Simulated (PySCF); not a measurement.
# Correlation energy of Rh²⁺ (rhodium, charge +2)

[Kr] 4d6 5s1, 5s spin antiparallel (an excited configuration). Computed with PySCF 2.14 in aug-cc-pVTZ-DK (9s8p6d3f2g, 102 functions), with the spin-free X2C one-electron Hamiltonian (Gaussian nucleus). Frozen: [Kr]; 7 electrons correlated.

MP2 pair energies summed by pair of shells (mhartree):

| pair | energy | share (%) |
| --- | --- | --- |
| 4d-4d | -104.38 | 74.1 |
| 4d-5s | -36.42 | 25.9 |

Total MP2 correlation energy: -140.79 mhartree.

Same-spin part -64.53 and opposite-spin part -76.26 mhartree; SCS-MP2 scales them by 1/3 and 6/5 to -113.03 mhartree.
